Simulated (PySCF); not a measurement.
Two species compared at the same levels of theory.

First species: C₂H₇BF₂OSi.
Z-matrix (Å and degrees, PBE0-D3(BJ)/def2-SVP geometry), rows numbered from 1:
```
C 
O   1  1.3963
C   2  1.4053  1  113.97
Si  3  1.8994  2  104.82  1   178.91
B   4  2.0267  3  101.93  2   -46.17
F   5  1.3179  4  124.33  3   121.85
F   5  1.3216  4  119.50  3   -56.78
H   1  1.1075  2  111.64  3    60.91
H   1  1.0990  2  107.93  3  -179.72
H   1  1.1076  2  111.74  3   -60.25
H   3  1.1106  2  111.27  1    60.87
H   3  1.1090  2  111.83  1   -58.45
H   4  1.4927  3  111.53  2    73.75
H   4  1.4973  3  110.26  2  -164.76
```

Second species: CH7FSeSi2.
SMILES with atom numbers: `[F:1][CH2:2][SiH2:3][Se:4][SiH3:5]` (hydrogens: H6, H7 on C2; H8, H9 on Si3; H10, H11, H12 on Si5)

Levels: CAM-B3LYP/def2-SVPD for dipole moment, HOMO energy, LUMO energy, HOMO–LUMO gap, static isotropic polarisability and electronic spatial extent ⟨r²⟩ about the centre of nuclear charge; TDDFT CAM-B3LYP/def2-SVPD for lowest singlet excitation; TDA CAM-B3LYP/def2-SVPD for lowest triplet excitation (Tamm–Dancoff); ΔSCF CAM-B3LYP/def2-SVPD for vertical ionisation energy; PBE0-D3(BJ)/def2-SVP for rotational constant A and rotational constant C. Geometries: PBE0-D3(BJ)/def2-SVP. Each structure is a single optimised conformer of the isolated species, non-relativistic unless stated. Electronic properties by PySCF.

Dipoles, sizes and rotational constants follow the conformer. The torsions of the flexible species, by atom-mapped SMILES:
- `[CH3:1][O:2][CH2:3][SiH2:4][B:5]([F:6])[F:7]`: C1–O2–C3–Si4 179°, O2–C3–Si4–B5 -46°, C3–Si4–B5–F6 122°
- `[F:1][CH2:2][SiH2:3][Se:4][SiH3:5]`: F1–C2–Si3–Se4 -62°, C2–Si3–Se4–Si5 55°

(1) Which has the higher LUMO energy?

(2) Which of the two has the higher T1 energy, and by how much?

(3) Which of the two has the higher static isotropic polarisability, and by how much?

(4) Which has the higher HOMO energy?

(5) Which of the two has the higher dipole moment, and by how much?

(6) Which has the higher ⟨r²⟩?

(7) Which has the higher rotational constant C?

(8) Which of the two has the higher HOMO–LUMO gap, and by how much?

## Answers

(1) The second: 0.49 eV against 0.25 eV, a difference of 0.24 eV.

(2) The first: 5.39 eV against 5.14 eV, a difference of 0.25 eV.

(3) The second: 97.0 au against 72.1 au, a difference of 24.9 au.

(4) The second: -8.25 eV against -9.35 eV, a difference of 1.10 eV.

(5) The first: 2.46 D against 1.55 D, a difference of 0.91 D.

(6) The second: 1151 bohr² against 1140 bohr², a difference of 11 bohr².

(7) The first: 1.066 GHz against 0.981 GHz, a difference of 0.085 GHz.

(8) The first: 9.60 eV against 8.74 eV, a difference of 0.86 eV.

On the first: The polarisability is 10.69 Å³ as a volume (1 au = 0.148185 Å³), or 1.13 au for each of the 64 electrons.

On the second: No computed singlet falls in the visible range (750 to 380 nm, 1.65 to 3.26 eV); S1 lies 2.29 eV above its blue end. The vertical singlet–triplet gap S1 − T1 is 0.41 eV (TDDFT singlet less Tamm–Dancoff triplet; S1: HOMO→LUMO, weight 0.82; T1: HOMO→LUMO, weight 0.92). Relativistic effects, spin–orbit coupling among them, are left out although an element past zinc is present.
